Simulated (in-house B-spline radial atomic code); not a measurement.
Radial electron density of the niobium ion Nb⁸⁺, [Ar] 3d10 4s2 4p3. Level of theory: non-relativistic TPSSh, spin-polarised, spherical fractional occupations, exact exchange averaged over the configuration, point nucleus; calculated with a radial B-spline atomic code at the basis-set limit.

Columns: r (bohr), 4πr²n(r) (electrons per bohr), bar.

```
 0.00154    1.262 #
 0.00187    1.811 #
 0.00226    2.562 ##
 0.00274    3.621 ###
 0.00332    5.069 ####
 0.00403    7.047 #####
 0.00488    9.639 #######
 0.00591    12.99 #########
 0.00716    17.22 ############
 0.00868    22.35 ################
  0.0105    28.21 ####################
  0.0127    34.52 #########################
  0.0154    40.83 #############################
  0.0187    46.26 #################################
  0.0227    49.81 ###################################
  0.0275    50.76 ####################################
  0.0333    49.11 ###################################
  0.0403    45.92 #################################
  0.0488    43.28 ###############################
  0.0592    43.68 ###############################
  0.0717    48.41 ##################################
  0.0868    55.95 ########################################
   0.105    61.96 ############################################
   0.127    61.83 ############################################
   0.154    54.33 #######################################
   0.187    44.11 ###############################
   0.227    38.91 ############################
   0.275    41.66 ##############################
   0.333    46.74 #################################
   0.403    45.46 ################################
   0.489    35.08 #########################
   0.592    21.62 ###############
   0.717     12.1 #########
   0.869     8.31 ######
    1.05    6.949 #####
    1.28     4.87 ###
    1.55    2.402 ##
    1.87   0.7767 #
    2.27   0.1461 
    2.75  0.01553 
    3.33 0.0007876 
    4.03 2.131e-05
```

On this grid the curve has 3 maxima, near 0.0275, 0.105, 0.333 bohr.

The 4p up radial function P(r) = rR(r), positive near the nucleus:

```tsv
r (bohr)	P
0.00187	0.001121
0.00274	0.002363
0.00403	0.004979
0.00591	0.0103
0.00868	0.02099
0.0127	0.04137
0.0187	0.07924
0.0275	0.1427
0.0403	0.2337
0.0592	0.3337
0.0868	0.3741
0.127	0.2427
0.187	-0.1256
0.275	-0.5259
0.403	-0.4881
0.592	0.1913
0.869	0.9549
1.28	0.9843
1.87	0.4217
2.75	0.06353
4.03	0.002494
```
